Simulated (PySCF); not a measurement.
Ga(H)2(SiH3) (GaH5Si), SMILES [SiH3][GaH2]. The structure is a stationary point at PBE0-D3(BJ)/def2-TZVP.

TDDFT-CAM-B3LYP/def2-SVPD (PySCF 2.14.0) puts the lowest singlet excitations at 4.15, 4.97, 6.97, 7.02, 7.05, 7.16 eV.

Task: What are the lowest excitation roots from ADC(2)/aug-cc-pVDZ in PySCF? (An estimate is asked for; the answer gives what the named calculation found.)

Result: 4.43, 5.40, 6.95, 7.20, 7.36, 7.62 eV. S1 differs by 0.28 eV (second minus first; roots are paired by order, and the bases may differ).
